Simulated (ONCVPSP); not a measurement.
**Pb (Z = 82): ONCV pseudisation with LDA (Perdew-Wang 92), scalar-relativistic reference atom.**

ONCVPSP 4.0.1 input, shortened (lines: element, Z, core and valence counts, functional; n l f; lmax; l rc ep ncon nbas qcut; lloc lpopt rc5 dvloc0; l nproj debl; icmod fcfact rcfact), LDA (Perdew-Wang 92), scalar-relativistic:

```
  Pb 82.00   10    5  -001012      upf
    1    0    2.00
    2    0    2.00
    2    1    6.00
    3    0    2.00
    3    1    6.00
    3    2   10.00
    4    0    2.00
    4    1    6.00
    4    2   10.00
    4    3   14.00
    5    0    2.00
    5    1    6.00
    5    2   10.00
    6    0    2.00
    6    1    2.00
    2
    0    1.30    0.00    4    8    8.20
    1    1.80    0.00    4    7    8.10
    2    1.60    0.00    4    8   11.80
    4    5    1.25    0.00
    0    2    1.10
    1    2    1.80
    2    2    2.40
    0    0.00    0.00
```

Poles of the logarithmic derivatives, all-electron (AE) and pseudo (PS). s: poles at -4.4 (AE) and -4.4 (PS) Ha. p: poles at -3.0, 4.6 (AE) and -3.0, 4.6 (PS) Ha. d: poles at 0.3 (AE) and 0.3 (PS) Ha. Test radii: s 1.32, p 1.83, d 1.62 bohr.

* Cutoffs needed: 30 Ha and 48 Ha (the cutoffs (Ha) at which the residual kinetic energy of the hardest occupied pseudo-wave falls to 1 and 0.1 mHa per electron)
* Ghost test: no bound ghost flagged; GHOST(+) flagged for s at 353.9 eV
* Configuration tests: 1 of 4 tests not solved or not reliable
